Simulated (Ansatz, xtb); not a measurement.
# Relative energy of two isomers of C3H2FNSe

We compare I, `Fc1cn[se]c1`, a singlet, with II, `Fc1ncc[se]1`, a singlet. Both are isolated molecules in the gas phase, relaxed with PBE0-D3(BJ)/def2-SVP.

Quicker runs give these differences E(II) − E(I): GFN2-xTB −6.9 kJ/mol; HF/STO-3G −34.8 kJ/mol (at GFN2-xTB geometries); r2SCAN-D4/def2-SVP −38.7 kJ/mol (at GFN2-xTB geometries).

Task: Estimate E(II) − E(I) at the level CCSD(T)/def2-SVP + ΔMP2/def2-TZVPP.

Result: Calculated at CCSD(T)/def2-SVP + ΔMP2/def2-TZVPP: E(II) − E(I) = −24.0 kJ/mol, so structure II lies lower.

How the difference moves with the method:

```json
{"level": "GFN2-xTB", "geometry": "GFN2-xTB", "E(II) − E(I) (kJ/mol)": "−6.9", "departure from the last row (kJ/mol)": "+17.1", "job, with rough time for the two": "optimisation, 0.26 s"}
{"level": "HF/STO-3G", "geometry": "GFN2-xTB", "E(II) − E(I) (kJ/mol)": "−34.8", "departure from the last row (kJ/mol)": "−10.9", "job, with rough time for the two": "single point, 1.1 s"}
{"level": "r2SCAN-D4/def2-SVP", "geometry": "GFN2-xTB", "E(II) − E(I) (kJ/mol)": "−38.7", "departure from the last row (kJ/mol)": "−14.8", "job, with rough time for the two": "single point, 5.1 s"}
{"level": "PBE0-D3(BJ)/def2-SVP", "geometry": "PBE0-D3(BJ)/def2-SVP", "E(II) − E(I) (kJ/mol)": "−37.5", "departure from the last row (kJ/mol)": "−13.5", "job, with rough time for the two": "optimisation, 53 s"}
{"level": "HF/def2-SVP", "geometry": "PBE0-D3(BJ)/def2-SVP", "E(II) − E(I) (kJ/mol)": "−43.9", "departure from the last row (kJ/mol)": "−19.9", "job, with rough time for the two": "part of the CCSD(T) run"}
{"level": "MP2/def2-SVP", "geometry": "PBE0-D3(BJ)/def2-SVP", "E(II) − E(I) (kJ/mol)": "−34.6", "departure from the last row (kJ/mol)": "−10.6", "job, with rough time for the two": "part of the CCSD(T) run"}
{"level": "CCSD(T)/def2-SVP", "geometry": "PBE0-D3(BJ)/def2-SVP", "E(II) − E(I) (kJ/mol)": "−35.6", "departure from the last row (kJ/mol)": "−11.6", "job, with rough time for the two": "single point"}
{"level": "CCSD(T)/def2-SVP + ΔMP2/def2-TZVPP", "geometry": "PBE0-D3(BJ)/def2-SVP", "E(II) − E(I) (kJ/mol)": "−24.0", "departure from the last row (kJ/mol)": "", "job, with rough time for the two": "single point, 72 s"}
```

As drawn, II has 1 C∷N, 1 C∷Se in place of 1 C∷C, 1 N∷Se (∷ is an aromatic bond).

The levels shown agree on the order. The largest departure from CCSD(T)/def2-SVP + ΔMP2/def2-TZVPP is that of HF/def2-SVP, 19.9 kJ/mol. The last row adds to CCSD(T) the change of the MP2 difference between the two basis sets, here +11.6 kJ/mol.

With thermal terms from frequencies at re-optimised GFN2-xTB minima (ideal gas, soft modes damped towards free rotors, one conformer each, 298.15 K, 1 atm): on the last row, ΔE + ΔZPE = −23.3, ΔH = −23.1, ΔG = −23.4 kJ/mol.

The correlated steps freeze 14 core orbitals; the filled d shell of Se is correlated, in a basis made for valence electrons. Run with Ansatz 0.2.0, xtb 6.7.1; the last row on 2 threads of Intel(R) Xeon(R) Processor @ 2.70GHz on a shared host.
